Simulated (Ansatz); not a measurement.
The same path of CH8BFSi2 (13 atoms, charge 0, multiplicity 1) was run twice with different band settings.

All numbers below come from RKS PBE0/def2-SVP (Ansatz 0.2.0).

Relaxed end points:

```xyz
13
Properties=species:S:1:pos:R:3
B -1.529 0.865 0.021
Si -0.920 -0.712 1.145
Si 1.176 -0.963 0.105
C 1.069 0.595 -1.021
F -0.323 0.808 -1.326
H -1.253 1.957 0.471
H -2.522 0.774 -0.660
H -1.677 -1.999 1.032
H -0.706 -0.419 2.598
H 2.410 -0.810 0.934
H 1.331 -2.164 -0.773
H 1.407 1.509 -0.509
H 1.559 0.524 -2.002
```

```xyz
13
Properties=species:S:1:pos:R:3
B -2.624 -0.144 0.679
Si -0.806 0.409 0.636
Si 0.938 -0.777 -0.393
C 2.044 0.656 -1.008
F 1.212 1.715 -1.344
H -3.399 0.436 1.398
H -2.964 -1.011 -0.088
H -1.660 -0.733 1.519
H -0.248 1.289 1.713
H 1.716 -1.655 0.536
H 0.424 -1.595 -1.531
H 2.734 0.987 -0.212
H 2.652 0.388 -1.889
```

Common settings: spring 5.0 eV/Å²; optimiser quadratic models (default); start path through a guess of the saddle point; force threshold 0.05 eV/Å; iteration limit 60; end points relaxed.

| run | movable images | climbing image |
| --- | --- | --- |
| 1 | 5 | yes |
| 2 | 8 | no |

(1) What does each run give, and how far can it be trusted?

Results:

(1) Run 1: converged after 31 iterations, highest image 0.456 eV above the first end. A vibrational analysis at the climbing image gives one clearly imaginary mode, 406i cm⁻¹: a first-order saddle point.
Run 2: converged after 28 iterations, highest image 0.481 eV above the first end. No image climbed, so the highest image needn't sit at the top of the path.
